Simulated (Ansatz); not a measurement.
Species: chloro(dimethoxy)borane, C$_{2}$H$_{6}$BClO$_{2}$, charge 0, multiplicity 1. 
Structure (B3LYP-D3(BJ)/def2-TZVP (Ansatz, a program for electronic structure) minimum search):
```
B
O 1 1.3469
O 1 1.3469 2 118.24
C 3 1.4227 1 124.35 2 180.00
H 4 1.0879 3 106.98 1 180.00
H 4 1.0910 5 109.48 3 -120.32
H 4 1.0910 5 109.48 6 -119.35
C 2 1.4227 1 124.35 3 -180.00
H 8 1.0879 2 106.98 1 180.00
H 8 1.0910 9 109.48 2 -120.32
H 8 1.0910 9 109.48 10 -119.35
Cl 1 1.8006 2 120.88 8 0.00
```
Charge 0, spin multiplicity 1.

Parts of the frozen-core correlation energy in cc-pV(D+d)Z (Ansatz, hartree). Frozen orbitals: 10; correlated occupied orbitals by spin: 18 and 18; virtual: 95 and 95. Spin-orbit coupling is left out. No relativistic terms.

| term | value |
|---|---|
| reference (HF) | -713.29437 |
| MP2 opposite-spin | ? |
| MP2 same-spin | ? |
| CCSD correlation | ? |
| (T) | -0.02482 |
| T1 diagnostic | 0.012 |
| largest doubles amplitude | 0.024 |

Question: Complete the blanks.

Answer: 
- MP2 opposite-spin, value: -0.64834
- MP2 same-spin, value: -0.22104
- CCSD correlation, value: -0.92306
